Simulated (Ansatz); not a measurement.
System: C3H7O, net charge -1, singlet state. It need not be the lowest isomer of its formula. Whether it binds its extra electron was not tested at this geometry. 
Coordinates optimised at B3LYP-D3(BJ)/def2-TZVP (Ansatz, a first-principles code):
SMILES: CCC[O-]
```xyz
11

C     -1.7994    -0.1955    -0.3055
C     -0.5125    -0.0350     0.5026
C      0.7816     0.0673    -0.3702
O      1.9055     0.2065     0.3082
H     -1.7573    -1.0987    -0.9242
H     -1.9372     0.6523    -0.9855
H     -2.6958    -0.2656     0.3217
H     -0.5599     0.8667     1.1250
H     -0.3802    -0.8822     1.1863
H      0.5433     0.9119    -1.1060
H      0.7250    -0.8570    -1.0440
```
Charge -1, spin multiplicity 1.

Basis-set convergence of Hartree-Fock and CCSD(T) correlation energies (hartree) with Ansatz. Cores are frozen in the correlated levels unless marked. No spin-orbit coupling. No relativistic terms.

```tsv
basis	functions	E(HF)	E(corr, CCSD(T))
aug-cc-pVDZ	155	-192.51382	-0.74242
aug-cc-pVTZ	345	?	?
```

Question: Complete the blanks.

Answer: 
- aug-cc-pVTZ, E(HF): -192.56009
- aug-cc-pVTZ, E(corr, CCSD(T)): -0.87444
